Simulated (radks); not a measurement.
Question: Neutral tungsten, configuration [Xe] 4f14 5d4 6s2. Method: Dirac Kohn-Sham, BLYP, spin-unpolarised, spherical densities, point nucleus; open shells fill j = l - 1/2 first; computed with a radial shooting solver on a logarithmic mesh with Libxc functionals. Some entries of the table are withheld. Estimate them.

| orbital | occ. | eigenvalue (eV) | <r> (bohr) | <1/r> (bohr^-1) |
|---|---|---|---|---|
| 1s1/2 | 2 | -69406.23 | 0.01834 | 87.13 |
| 2s1/2 | 2 | -11970.42 | 0.07693 | 21.20 |
| 2p1/2 | 2 | -11446.35 | (1) | 21.16 |
| 2p3/2 | 4 | -10093.05 | (2) | 17.77 |
| 3s1/2 | 2 | -2755.860 | 0.2005 | 7.779 |
| 3p1/2 | 2 | -2522.664 | (3) | 7.693 |
| 3p3/2 | 4 | -2230.048 | (4) | 6.817 |
| 3d3/2 | 4 | -1837.713 | 0.1797 | 6.711 |
| 3d5/2 | 6 | -1774.083 | 0.1842 | 6.504 |
| 4s1/2 | 2 | -567.6577 | 0.4494 | 3.269 |
| 4p1/2 | 2 | -470.9981 | 0.4546 | (5) |
| 4p3/2 | 4 | -403.1386 | 0.4879 | (6) |
| 4d3/2 | 4 | -244.4904 | 0.5048 | 2.638 |
| 4d5/2 | 6 | -231.9910 | 0.5162 | 2.565 |
| 5s1/2 | 2 | -78.2114 | 1.068 | 1.264 |
| 5p1/2 | 2 | -49.6288 | (7) | 1.132 |
| 5p3/2 | 4 | -39.8168 | (8) | 1.023 |
| 4f5/2 | 6 | -33.5499 | 0.6034 | 2.100 |
| 4f7/2 | 8 | -31.3128 | 0.6132 | 2.069 |
| 6s1/2 | 2 | -5.4911 | 3.207 | 0.3964 |
| 5d3/2 | 4 | -4.5036 | 2.047 | 0.6531 |
| 5d5/2 | 0 | -3.7944 | 2.153 | 0.6225 |

Answer: 
(1) 2p1/2 <r> (bohr): 0.06365
(2) 2p3/2 <r> (bohr): 0.07161
(3) 3p1/2 <r> (bohr): 0.1905
(4) 3p3/2 <r> (bohr): 0.2053
(5) 4p1/2 <1/r> (bohr^-1): 3.158
(6) 4p3/2 <1/r> (bohr^-1): 2.853
(7) 5p1/2 <r> (bohr): 1.179
(8) 5p3/2 <r> (bohr): 1.285
